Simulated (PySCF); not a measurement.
C₃H₁₂Si₂, SMILES [SiH3]CCC[SiH3].

Coordinates come from a ωB97X-D3(BJ)/def2-SVP optimisation. One conformer was computed; it need not be the lowest.

All values below come from PBE/def2-TZVP (PySCF).

Symmetry labels are those of the subgroup C2 that the program uses (full group C2).

Question: List the valence orbital energies around the gap with their symmetry. (An estimate is asked for; the answer gives what the named calculation found.)

Answer: 
```tsv
orbital	symmetry	energy (eV)
HOMO−7	A	-9.28
HOMO−6	B	-8.81
HOMO−5	A	-8.19
HOMO−4	B	-8.03
HOMO−3	A	-8.03
HOMO−2	B	-7.85
HOMO−1	A	-7.40
HOMO	B	-7.13
LUMO	A	-0.32
LUMO+1	B	0.12
LUMO+2	A	0.39
LUMO+3	B	0.50
```
